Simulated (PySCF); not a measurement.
**How methods differ on the ionisation energy of Pd³⁴⁺**

Pd³⁴⁺ [Ne] 3s2 (1S) → Pd³⁵⁺ [Ne] 3s1 (2S), as a difference of total energies. Calculation: PySCF 2.14, in an uncontracted even-tempered set (16 s from 5.6 bohr⁻², ratio 2.5; 10 p from 7.3 bohr⁻², ratio 2.5; 4 d from 27 bohr⁻², ratio 2.7; 4 f from 41 bohr⁻², ratio 2.7); no relativity, point nucleus. Correlated levels: outer shells: 1s2 frozen; virtual orbitals above 40 to 60 times the deepest correlated orbital energy dropped. The calculations carry no spin-orbit coupling.

```csv
method,ionisation energy (eV)
UHF,2116.8
LDA,2120.7
PBE,2122.2
PBE0,2121.1
r2SCAN,2116.9
B3LYP,2121.3
B2PLYP,2120.7
MP2 (outer shells),2120.4
SCS-MP2 (outer shells),2120.9
```

Task: How much does correlation contribute at MP2 (outer shells)?

Result: 2120.4 − (2116.8) = 3.6 eV, measured against UHF.

The gap to the reference is mostly relativistic.

For comparison: 2181 ± 3 eV (semi-empirical (NIST evaluation); NIST Atomic Spectra Database, ionization energies).
